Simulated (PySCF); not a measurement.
Mapped SMILES: `[CH3:1][Si:2]([OH:3])([OH:4])[c:5]1[cH:6][cH:7][cH:8][o:9]1`. Each H is labelled by its parent atom.

All values are calculated (PySCF): GIAO PBE0/pcSseg-1 shieldings, coordinates at the GFN2-xTB level. Gas phase, equivalent nuclei averaged, non-relativistic, one computed conformer.

Chemical shifts δ = σref − σ; TMS for ¹³C (σref 186.93) and ¹H (σref 31.72) and ²⁹Si (σref 349.16); ¹⁷O (σref 336.08) vs H2O, all at this level.

```
      atoms  nucleus  count  Hirshfeld charge  δ (ppm)
         C5      ¹³C      1             -0.06        ?
      H(C8)       ¹H      1              0.06     7.65
H(O3)/H(O4)       ¹H      2              0.18     2.00
        Si2     ²⁹Si      1              0.49    -23.7
      H(C7)       ¹H      1              0.06     6.68
      O3/O4      ¹⁷O      2             -0.31     45.0
         O9      ¹⁷O      1             -0.07    310.2
      H(C1)       ¹H      3              0.04        ?
         C7      ¹³C      1             -0.09    116.2
      H(C6)       ¹H      1              0.06        ?
         C1      ¹³C      1             -0.23      3.4
         C8      ¹³C      1              0.01    151.1
         C6      ¹³C      1             -0.08        ?
```

**Question.** Estimate the values marked ?.

**Answer.** 
- C5: 161.6 ppm, substituted aromatic carbon next to the ring oxygen
- C6: 126.4 ppm, aromatic CH; the aromatic region
- H(C6): 7.14 ppm, hydrogen on an aromatic CH; it sits in the deshielding region of the aromatic ring current
- H(C1): 0.15 ppm, hydrogen on a methyl carbon bonded to Si; an electropositive neighbour shields it, as in TMS itself

Exchangeable OH/NH protons stand at their gas-phase positions; hydrogen bonding in a real sample shifts them, mostly to higher δ. Shifts are as computed. Against solution values, carbons near 30 ppm lie about +3 ppm off and those near 130 ppm about +5 ppm. Of 1211 compounds with measured shifts, 218 miss one by over three times the rms of a fit or turn the order of signals round; such compounds aren't used in these exercises. Unscaled 17O shifts of doubly bonded oxygen tend to come out too high, by tens of ppm or more. Experimental scales use liquid or dissolved standards, which lie at an offset from isolated H2O (liquid H2O: subtract about 36 ppm).
